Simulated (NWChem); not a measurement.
System: BSiH3OF2; SMILES FB(F)O[SiH3]

The following NWChem deck was run.

```
start job
memory heap 200 mb stack 900 mb global 1100 mb
geometry units angstroms noautosym
  B     -0.035083     1.006721     0.000037
  F     -0.807106     2.077253     0.014210
  F      1.276616     1.197770    -0.032869
  O     -0.577560    -0.217239     0.018093
  Si    -0.035800    -1.807055     0.003250
  H      1.453830    -1.843573     0.301768
  H     -0.323634    -2.383261    -1.372735
  H     -0.819491    -2.551142     1.069035
end
basis spherical
  * library def2-svp
end
dft
  xc pbe0
  grid fine
  iterations 150
end
driver
  maxiter 120
  tight
end
task dft optimize
task dft freq
```

NWChem printed, in part:

```
             Northwest Computational Chemistry Package (NWChem) 7.3.0
             --------------------------------------------------------

                             Geometry "geometry" -> ""
                             -------------------------

 Output coordinates in angstroms (scale by  1.889725989 to convert to a.u.)

  No.       Tag          Charge          X              Y              Z
 ---- ---------------- ---------- -------------- -------------- --------------
    1 B                    5.0000    -0.01923300     0.99225946    -0.00039146
    2 F                    9.0000    -0.79125600     2.06279146     0.01378154
    3 F                    9.0000     1.29246600     1.18330846    -0.03329746
    4 O                    8.0000    -0.56171000    -0.23170054     0.01766454
    5 Si                  14.0000    -0.01995000    -1.82151654     0.00282154
    6 H                    1.0000     1.46968000    -1.85803454     0.30133954
    7 H                    1.0000    -0.30778400    -2.39772254    -1.37316346
    8 H                    1.0000    -0.80364100    -2.56560354     1.06860654

 Effective nuclear repulsion energy (a.u.)     218.4814612254

                                Z-matrix (autoz)
                                --------

 Units are Angstrom for bonds and degrees for angles

      Type          Name      I     J     K     L     M      Value
      ----------- --------  ----- ----- ----- ----- ----- ----------
    1 Stretch                  1     2                       1.31995
    2 Stretch                  1     3                       1.32595
    3 Stretch                  1     4                       1.33891
    4 Stretch                  4     5                       1.67965
    5 Stretch                  5     6                       1.51969
    6 Stretch                  5     7                       1.51927
    7 Stretch                  5     8                       1.51781
    8 Bend                     1     4     5               137.26073
    9 Bend                     2     1     3               117.51701
   10 Bend                     2     1     4               120.28423
   11 Bend                     3     1     4               122.19875
   12 Bend                     4     5     6               109.70469
   13 Bend                     4     5     7               107.81079
   14 Bend                     4     5     8               106.93421
   15 Bend                     6     5     7               110.76290
   16 Bend                     6     5     8               110.87962
   17 Bend                     7     5     8               110.62255
   18 Torsion                  1     4     5     6          13.91610
   19 Torsion                  1     4     5     7        -106.78565
   20 Torsion                  1     4     5     8         134.23279
   21 Torsion                  2     1     4     5         179.58127
   22 Torsion                  3     1     4     5          -0.38860

                           NWChem Geometry Optimization
                           ----------------------------

 maximum gradient threshold         (gmax) =   0.000015
 rms gradient threshold             (grms) =   0.000010
 maximum cartesian step threshold   (xmax) =   0.000060
 rms cartesian step threshold       (xrms) =   0.000040
 fixed trust radius                (trust) =   0.300000
 source of zmatrix                         =   autoz

          -------------------
          Energy Minimization
          -------------------

 Using diagonal initial Hessian
 Scaling for Hessian diagonals: bonds = 1.00  angles = 0.25  torsions = 0.10

          --------
          Step   0

                                 NWChem DFT Module
                                 -----------------

 Summary of "ao basis" -> "ao basis" (spherical)
 ------------------------------------------------------------------------------
       Tag                 Description            Shells   Functions and Types
 ---------------- ------------------------------  ------  ---------------------
 B                          def2-svp                 6       14   3s2p1d
 F                          def2-svp                 6       14   3s2p1d
 O                          def2-svp                 6       14   3s2p1d
 Si                         def2-svp                 8       18   4s3p1d
 H                          def2-svp                 3        5   2s1p

            General Information
            -------------------
          SCF calculation type: DFT
          Wavefunction type:  closed shell.
          No. of atoms     :     8
          No. of electrons :    48
           Alpha electrons :    24
            Beta electrons :    24
          Charge           :     0
          Spin multiplicity:     1
          Use of symmetry is: off; symmetry adaption is: off
          Maximum number of iterations: 150
          AO basis - number of functions:    89
                     number of shells:    41
          Convergence on energy requested:  1.00D-06
          Convergence on density requested:  1.00D-05
          Convergence on gradient requested:  5.00D-04

              XC Information
              --------------
                         PBE0 Method XC Functional
                     Hartree-Fock (Exact) Exchange  0.250
          PerdewBurkeErnzerhof Exchange Functional  0.750
            Perdew 1991 LDA Correlation Functional  1.000 local
           PerdewBurkeErnz. Correlation Functional  1.000 non-local

             Grid Information
             ----------------
          Grid used for XC integration:  fine
          Radial quadrature: Mura-Knowles
          Angular quadrature: Lebedev.
          Tag              B.-S. Rad. Rad. Pts. Rad. Cut. Ang. Pts.
          ---              ---------- --------- --------- ---------
          B                   0.85       70          11.0       590
          F                   0.50       70          12.0       590
          O                   0.60       70           8.0       590
          Si                  1.10      123          10.0       770
          H                   0.35       60          11.0       590
          Grid pruning is: on
          Number of quadrature shells:   583
          Spatial weights used:  Erf1

      Superposition of Atomic Density Guess
      -------------------------------------

 Sum of atomic energies:        -588.01655263

      Non-variational initial energy
      ------------------------------

 Total energy =    -589.437524
 1-e energy   =   -1249.923598
 2-e energy   =     442.004612
 HOMO         =      -0.396860
 LUMO         =       0.044568

   convergence    iter        energy       DeltaE   RMS-Dens  Diis-err
 ---------------- ----- ----------------- --------- --------- ---------
 d= 0,ls=0.0,diis     1   -590.4031480015 -8.09D+02  1.34D-02  9.35D-01
 d= 0,ls=0.0,diis     2   -590.3989817090  4.17D-03  6.33D-03  1.30D+00
 d= 0,ls=0.0,diis     3   -590.5090252417 -1.10D-01  1.20D-03  1.69D-02
 d= 0,ls=0.0,diis     4   -590.5101963229 -1.17D-03  4.62D-04  4.65D-03
 d= 0,ls=0.0,diis     5   -590.5105943095 -3.98D-04  1.20D-04  5.89D-04
  Resetting Diis
 d= 0,ls=0.0,diis     6   -590.5106437395 -4.94D-05  1.24D-05  1.30D-06
 d= 0,ls=0.0,diis     7   -590.5106438870 -1.48D-07  5.35D-06  2.32D-07

         Total DFT energy =     -590.510643887031
      One electron energy =    -1252.729054004966
           Coulomb energy =      499.022385994740
    Exchange-Corr. energy =      -55.285437102249
 Nuclear repulsion energy =      218.481461225445

 Numeric. integr. density =       48.000000379155

                       DFT Final Molecular Orbital Analysis
                       ------------------------------------

 Vector   22  Occ=2.000000D+00  E=-4.053618D-01
              MO Center= -9.8D-02, -1.4D-01,  7.1D-02, r^2= 3.8D+00
   Bfn.  Coefficient  Atom+Function         Bfn.  Coefficient  Atom+Function
  ----- ------------  ---------------      ----- ------------  ---------------
    46      0.355656  4 O  px                33     -0.319749  3 F  py
    49      0.252006  4 O  px                36      0.220173  3 F  py
    18      0.218299  2 F  px                19      0.175740  2 F  py
    85     -0.155692  8 H  s                 64      0.150403  5 Si px
    21     -0.149220  2 F  px                65      0.140963  5 Si py

 Vector   23  Occ=2.000000D+00  E=-3.528832D-01
              MO Center=  2.9D-01, -1.4D+00,  1.7D-01, r^2= 2.9D+00
   Bfn.  Coefficient  Atom+Function         Bfn.  Coefficient  Atom+Function
  ----- ------------  ---------------      ----- ------------  ---------------
    46      0.356028  4 O  px                75     -0.337276  6 H  s
    49      0.255699  4 O  px                64     -0.231084  5 Si px
    76     -0.213606  6 H  s                 85      0.182322  8 H  s
    86      0.131431  8 H  s                 61      0.124994  5 Si px
    67     -0.121151  5 Si px                80      0.109301  7 H  s

[...]

      ----------------------
      Optimization converged
      ----------------------

  Step       Energy      Delta E   Gmax     Grms     Xrms     Xmax
  ---- ---------------- -------- -------- -------- -------- --------
@   28    -590.51186436  4.2D-10  0.00000  0.00000  0.00002  0.00005
                                     ok       ok       ok       ok

                                Z-matrix (autoz)
                                --------

 Units are Angstrom for bonds and degrees for angles

      Type          Name      I     J     K     L     M      Value     Gradient
      ----------- --------  ----- ----- ----- ----- ----- ---------- ----------
    1 Stretch                  1     2                       1.31865    0.00000
    2 Stretch                  1     3                       1.32731    0.00000
    3 Stretch                  1     4                       1.33972   -0.00000
    4 Stretch                  4     5                       1.68358   -0.00000
    5 Stretch                  5     6                       1.48989    0.00000
    6 Stretch                  5     7                       1.48989    0.00000
    7 Stretch                  5     8                       1.48544    0.00000
    8 Bend                     1     4     5               132.70388    0.00000
    9 Bend                     2     1     3               117.66698   -0.00000
   10 Bend                     2     1     4               120.63480   -0.00000
   11 Bend                     3     1     4               121.69821    0.00000
   12 Bend                     4     5     6               109.60883    0.00000
   13 Bend                     4     5     7               109.60728    0.00000
   14 Bend                     4     5     8               106.40529    0.00000
   15 Bend                     6     5     7               110.18464   -0.00000
   16 Bend                     6     5     8               110.48018    0.00000
   17 Bend                     7     5     8               110.47973   -0.00000
   18 Torsion                  1     4     5     6          60.49523   -0.00000
   19 Torsion                  1     4     5     7         -60.55201   -0.00000
   20 Torsion                  1     4     5     8         179.97230    0.00000
   21 Torsion                  2     1     4     5         179.99712   -0.00000
   22 Torsion                  3     1     4     5          -0.00266   -0.00000

                         Geometry "geometry" -> "geometry"
                         ---------------------------------

 Output coordinates in angstroms (scale by  1.889725989 to convert to a.u.)

  No.       Tag          Charge          X              Y              Z
 ---- ---------------- ---------- -------------- -------------- --------------
    1 B                    5.0000    -0.04575252     0.96956654    -0.04667221
    2 F                    9.0000    -0.66741788     2.08409092     0.28531170
    3 F                    9.0000     1.06267617     1.07390212    -0.76934313
    4 O                    8.0000    -0.52591977    -0.22053601     0.33795020
    5 Si                  14.0000     0.00529340    -1.79927784     0.09334980
    6 H                    1.0000     1.36345775    -1.96677330     0.68251783
    7 H                    1.0000     0.03812589    -2.09521896    -1.36648765
    8 H                    1.0000    -0.97189104    -2.68197180     0.78073479

 Effective nuclear repulsion energy (a.u.)     219.7388384467

                Final and change from initial internal coordinates
                --------------------------------------------------

                                Z-matrix (autoz)
                                --------

 Units are Angstrom for bonds and degrees for angles

[...]

 Rotational Constants
 --------------------
 A=   0.310119 cm-1  (  0.446182 K)
 B=   0.075151 cm-1  (  0.108124 K)
 C=   0.061827 cm-1  (  0.088954 K)

 Temperature                      =   298.15K
 frequency scaling parameter      =   1.0000

 Zero-Point correction to Energy  =   25.238 kcal/mol  (  0.040219 au)
 Thermal correction to Energy     =   29.177 kcal/mol  (  0.046497 au)
 Thermal correction to Enthalpy   =   29.770 kcal/mol  (  0.047441 au)

 Total Entropy                    =   81.186 cal/mol-K
   - Translational                =   39.579 cal/mol-K (mol. weight =  96.0014)
   - Rotational                   =   26.506 cal/mol-K (symmetry #  =        1)
   - Vibrational                  =   15.101 cal/mol-K

 Cv (constant volume heat capacity) =   19.553 cal/mol-K
   - Translational                  =    2.979 cal/mol-K
   - Rotational                     =    2.979 cal/mol-K
   - Vibrational                    =   13.594 cal/mol-K

[normal modes left out]

 ----------------------------------------------------------------------------
 Normal Eigenvalue ||           Projected Infra Red Intensities
  Mode   [cm**-1]  || [atomic units] [(debye/angs)**2] [(KM/mol)] [arbitrary]
 ------ ---------- || -------------- ----------------- ---------- -----------
    1       -0.000 ||    0.000206           0.005         0.201       0.022
    2        0.000 ||    0.000001           0.000         0.001       0.000
    3        0.000 ||    0.000406           0.009         0.396       0.043
    4        0.000 ||    0.000030           0.001         0.029       0.003
    5        0.000 ||    0.000330           0.008         0.321       0.035
    6        0.000 ||    0.000360           0.008         0.351       0.038
    7       47.210 ||    0.000008           0.000         0.008       0.001
    8       95.570 ||    0.000888           0.020         0.866       0.094
    9      101.423 ||    0.000298           0.007         0.290       0.031
   10      406.460 ||    0.015460           0.357        15.071       1.631
   11      498.044 ||    0.014184           0.327        13.828       1.496
   12      675.447 ||    0.021220           0.490        20.687       2.239
   13      701.301 ||    0.025815           0.596        25.166       2.723
   14      733.111 ||    0.114901           2.651       112.012      12.121
   15      754.276 ||    0.060032           1.385        58.523       6.333
   16      947.082 ||    0.069357           1.600        67.613       7.317
   17      947.899 ||    0.079469           1.833        77.471       8.383
   18      973.026 ||    0.298039           6.876       290.543      31.441
   19     1027.692 ||    0.072817           1.680        70.986       7.682
   20     1434.331 ||    0.337798           7.793       329.302      35.635
   21     1511.657 ||    0.879649          20.294       857.526      92.797
   22     2258.407 ||    0.057989           1.338        56.531       6.117
   23     2263.736 ||    0.125254           2.890       122.104      13.213
   24     2285.954 ||    0.100525           2.319        97.997      10.605
 ----------------------------------------------------------------------------
```

Level: PBE0/def2-SVP.
